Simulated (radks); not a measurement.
Hg II, configuration [Xe] 4f14 5d10 6s1 (the NIST ground configuration).

All-electron calculation, Dirac Kohn-Sham, OLYP, spin-unpolarised, spherical densities, point nucleus. Program: a radial shooting solver on a logarithmic mesh with Libxc functionals.

Energy parts (eV):
total: -535210.89
kinetic: 617722.44
electron-nucleus: -1349844.93
Hartree: 207268.53
exchange-correlation: -10356.94

Orbitals (lengths in bohr, moments of r in powers of bohr; r(90%) holds 90 % of the orbital's charge):
| orbital | occ. | eigenvalue (eV) | r(90%) | <r^4> | <1/r> | <r^2> |
|---|---|---|---|---|---|---|
| 1s1/2 | 2 | -83050.18 | 0.0303 | 3.992e-07 | 97.66 | 0.0003807 |
| 2s1/2 | 2 | -14721.53 | 0.109 | 0.00005782 | 24.05 | 0.005736 |
| 2p1/2 | 2 | -14123.05 | 0.0950 | 0.00003429 | 23.98 | 0.004054 |
| 2p3/2 | 4 | -12175.44 | 0.107 | 0.00005383 | 19.41 | 0.005239 |
| 3s1/2 | 2 | -3501.163 | 0.265 | 0.002097 | 8.822 | 0.03723 |
| 3p1/2 | 2 | -3232.246 | 0.257 | 0.001825 | 8.731 | 0.03391 |
| 3p3/2 | 4 | -2800.663 | 0.279 | 0.002545 | 7.538 | 0.04030 |
| 3d3/2 | 4 | -2357.019 | 0.252 | 0.001679 | 7.439 | 0.03083 |
| 3d5/2 | 6 | -2264.444 | 0.258 | 0.001855 | 7.169 | 0.03257 |
| 4s1/2 | 2 | -776.9822 | 0.572 | 0.04672 | 3.739 | 0.1798 |
| 4p1/2 | 2 | -661.7842 | 0.582 | 0.04969 | 3.628 | 0.1831 |
| 4p3/2 | 4 | -557.4217 | 0.631 | 0.06854 | 3.214 | 0.2153 |
| 4d3/2 | 4 | -369.5027 | 0.660 | 0.08090 | 3.014 | 0.2260 |
| 4d5/2 | 6 | -350.0201 | 0.676 | 0.08915 | 2.919 | 0.2373 |
| 5s1/2 | 2 | -127.1656 | 1.29 | 1.209 | 1.525 | 0.9129 |
| 4f5/2 | 6 | -107.8407 | 0.765 | 0.1539 | 2.558 | 0.2761 |
| 4f7/2 | 8 | -103.6240 | 0.776 | 0.1631 | 2.521 | 0.2840 |
| 5p1/2 | 2 | -89.1686 | 1.41 | 1.707 | 1.398 | 1.066 |
| 5p3/2 | 4 | -70.8508 | 1.55 | 2.523 | 1.245 | 1.291 |
| 5d3/2 | 4 | -20.0203 | 2.20 | 10.59 | 0.9253 | 2.398 |
| 5d5/2 | 6 | -18.1192 | 2.30 | 12.77 | 0.8866 | 2.613 |
| 6s1/2 | 1 | -14.3939 | 3.76 | 85.40 | 0.5062 | 7.310 |

The highest occupied level is 6s1/2 at -14.394 eV. The density falls to 0.001 e/bohr^3 at r = 3.90 bohr.
